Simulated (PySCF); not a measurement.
A structure optimised at PBE-D3(BJ)/def2-SVP, used in a PySCF frequency run:

```xyz
6

O      1.5626    -1.7130     0.0000
Si     0.0002    -1.1915     0.0000
F     -0.8076    -1.7565     1.2895
F     -0.8076    -1.7565    -1.2895
I      0.0064     1.2204     0.0000
H      1.6906    -2.6797     0.0000
```

Question: Write its SMILES, formula and point group.

Answer: O[Si](F)(F)I, F2HIOSi, Cs

Question: What are its rotational constants (standard atomic weights)?

Answer: 3.8971, 1.0968, 1.0889 GHz
